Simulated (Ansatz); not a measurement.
Isolated molecules relaxed with PBE0-D4/def2-TZVP in Ansatz; ΔE leaves out vibrations. CBS: MP2 limit from def2 TZ/QZ plus the TZ coupled-cluster correction, frozen cores. DFT in def2-TZVPP. For Br outer-core shells are correlated without core-valence functions, which leaves a few kJ/mol of doubt a bond. Scalar relativity is left out up to krypton. One conformer a species, not always the lowest.

`C[SiH2]OB(N)F` + HBr → `C[SiH2]Br` + `NB(O)F`  (ligand exchange at the Si–O bond)

CCSD(T)/CBS gives +0.05 eV.

(1) Another level gave +0.09 eV. Which?
A. HF/def2-TZVPP
B. r2SCAN/def2-TZVPP
C. B2PLYP/def2-TZVPP
D. PBE/def2-TZVPP

Largest T1 diagnostic among the species: 0.011.

Results:

(1) C. B2PLYP 0.09, PBE -0.04, HF/def2-TZVPP 0.14, r2SCAN 0.04 eV.
